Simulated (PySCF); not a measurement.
mer-MoCl3(H2O)3, `[OH2]->[Mo](<-[OH2])(<-[OH2])([Cl])([Cl])[Cl]` [quartet] (quartet state). Method used: PBE0-D3(BJ)/def2-SVP geometry optimisation, gas phase, def2 core potentials past Kr (PySCF).

```
atom  x, y, z in Å
Mo1    0.2743    0.0396    0.0241
Cl2   -0.0458    0.2494    2.3929
Cl3   -0.0489   -0.2673   -2.3666
Cl4    2.6308   -0.1256    0.0581
O5    -1.9255    0.2515   -0.0858
H6    -2.4343   -0.1870    0.6093
H7    -2.2260   -0.0556   -0.9562
O8     0.5130    2.1949    0.1898
H9     1.4526    2.3692    0.0149
H10    0.4000    2.3038    1.1542
O11    0.1866   -2.1399   -0.1172
H12    1.0439   -2.4689    0.1983
H13    0.2098   -2.2164   -1.0936
```

Q: What is the longest distance between nuclei?

A: Cl4···H6, 5.10 Å; the next longest distance is 5.05 Å.

Q: What is the repulsion energy of the bare nuclei, Σ ZA·ZB/RAB?

A: 1200.56 Eh over 78 pairs, with full nuclear charges and distances in bohr; the largest single term is 159.93 Eh (Mo1 with Cl4).

Q: Where is the centre of mass (commonest isotopes), and what is the radius of gyration?

A: Mass 256.844 u; centre at (0.367, 0.014, 0.020) Å; Rg = √(Σ m r²/M) = 1.844 Å. As Ia + Ib + Ic = 2 Σ m r², the three principal moments sum to 1746.2 u·Å².

Q: Work out the bond lengths Mo1–Cl2, Mo1–O11, O5–H6, O8–H10, O11–H13 in Å.

A: For Mo1–Cl2 the difference vector is (-0.3201, 0.2098, 2.3688) Å, of length 2.3995 Å. Mo1–Cl2 2.400; Mo1–O11 2.186; O5–H6 0.967; O8–H10 0.977; O11–H13 0.980 Å.

Q: Give the dihedral angles O5–Mo1–O8–H9, Cl3–Mo1–O8–H10, Cl4–Mo1–O8–H10, Cl3–Mo1–O5–H6.

A: O5–Mo1–O8–H9 -165° (antiperiplanar); Cl3–Mo1–O8–H10 166° (antiperiplanar); Cl4–Mo1–O8–H10 -97° (anticlinal); Cl3–Mo1–O5–H6 138° (anticlinal). Dihedral signs follow IUPAC: positive where, seen along the central bond, the front bond turns clockwise onto the rear one.

Q: Write the matrix of distances between heavy atoms (Å, lower triangle).

A: 
```
Mo1   0.000
Cl2   2.400  0.000
Cl3   2.432  4.787  0.000
Cl4   2.363  3.572  3.617  0.000
O5    2.213  3.111  2.999  4.574  0.000
O8    2.175  2.992  3.594  3.144  3.130  0.000
O11   2.186  3.473  2.936  3.172  3.191  4.358  0.000
```

No frequency check. ⟨S²⟩ = 3.762 (exact for a quartet: 3.75).
